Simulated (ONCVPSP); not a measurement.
## Ca (Z = 20): ONCV pseudisation with PBEsol, scalar-relativistic reference atom.

ONCVPSP 4.0.1 input, shortened (lines: element, Z, core and valence counts, functional; n l f; lmax; l rc ep ncon nbas qcut; lloc lpopt rc5 dvloc0; l nproj debl; icmod fcfact rcfact), PBEsol, scalar-relativistic:

```
  Ca 20.00    4    3  -116133      upf
    1    0    2.00
    2    0    2.00
    2    1    6.00
    3    0    2.00
    3    1    6.00
    4    0    1.75
    4    1    0.25
    2
    0    3.15    0.00    4    8    2.00
    1    2.20    0.00    4    8    7.50
    2    3.35    0.33    4    7    3.30
    4    4    1.45    1.00
    0    1    2.30
    1    2    3.10
    2    2    1.30
    0    0.00    0.00
```

In the d channel the program set the typed energies aside and used -0.082, 1.218 Ha.

All-electron outer shells of the reference configuration (PBEsol, scalar-relativistic, ld1.x):

```
shell  level (eV)  outermost node (bohr)  outermost maximum (bohr)
   3s      -47.31                   0.45                      0.99
   3p      -28.30                   0.42                      1.04
   4s       -3.94                   1.43                      3.38
   4p       -1.54                   1.63                      4.34
```

Does the generator finish with these settings?

Yes, a potential is produced and its reference levels are reproduced.

Estimate the cutoffs (Ha) at which the residual kinetic energy of the hardest occupied pseudo-wave falls to 1 and 0.1 mHa per electron.

15 Ha and 18 Ha.

Does the potential have ghost states?

Ghosts flagged at negative energy: s at -16.7 eV; no localised positive-energy state flagged. A true bound ghost makes a file unfit for plane-wave use.

Which valence shell sets the plane-wave cutoff?

3p: 15 Ha for 1 mHa per electron, against 10 Ha for 4p.

Its largest configuration-test error is +5.2 meV (3p6 4s0 4p1). 1 of 4 tests not solved or not reliable.
